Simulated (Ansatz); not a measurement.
Mulliken charges of CH3AlClFSi (`[F][Al]1[CH2][SiH]1Cl`) from B3LYP/def2-TZVPP in Ansatz (PBE0-D4/def2-TZVP geometry).

```
atom   x (Å)   y (Å)   z (Å)  charge (e)
  F1  -1.177  -1.995   2.127      -0.312
 Al2  -0.657  -1.037   0.899       0.484
  C3   0.778   0.195   0.466      -0.355
 Si4  -0.365   0.165  -1.057       0.273
 Cl5  -1.052   1.944  -1.837      -0.242
  H6   1.864   0.237   0.397       0.107
  H7   0.437   1.019   1.124       0.112
  H8   0.264  -0.584  -2.176      -0.067
```

Task: By hand: the dipole of these point charges (1 e Å = 4.8032 D).

Result: Σ q r = (0.159, -0.195, 0.076) e Å, of length 0.263 e Å = 1.26 D.

Task: How does the dipole of the full density compare? (Estimate.)

Result: Computed: (0.192, -0.096, 0.092) e Å, 1.12 D; the point charges give 1.12 times that, at 24° from its direction.

Point charges leave out the atoms' own dipoles, such as those of lone pairs, and Mulliken's split depends on the basis, so the two needn't agree.

B3LYP here is the variant with VWN-RPA as its local correlation; programs differ in this.
